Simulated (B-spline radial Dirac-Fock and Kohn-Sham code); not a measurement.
Method: ΔSCF Dirac-Fock with Breit, self-energy and vacuum polarisation, finite nucleus, configuration average. Computed with a radial B-spline solver. Correlation energy is missing from these numbers.

**Question.** Identify the element and charge state from the binding energies below (tabulated ground configuration; the least bound level is included).

```csv
level,binding energy (eV)
2p1/2,15493.6
3s,4147.2
3d3/2,2876.4
4p1/2,1053.6
4p3/2,932.8
4d3/2,720.9
5p3/2,336.5
```

**Answer.** Pb¹⁴⁺: Z = 82 with 68 electrons, [Xe] 4f14.

**Question.** An atom or ion in its tabulated ground configuration has these computed binding energies (the last is its least bound level). Which is it?

| level | binding energy (eV) |
| --- | --- |
| 1s | 16717.1 |
| 2p1/2 | 2615.4 |
| 2p3/2 | 2547.6 |
| 3s | 870.1 |
| 3p1/2 | 789.7 |
| 3p3/2 | 776.5 |
| 3d | 661.5 |

**Answer.** Sr¹⁷⁺: Z = 38 with 21 electrons, [Ar] 3d3. The hydrogen-like estimate √(E/Ry) = 35.1 for the K level lies 2.9 below Z; the outermost level, at 661.5 eV, fixes the charge.
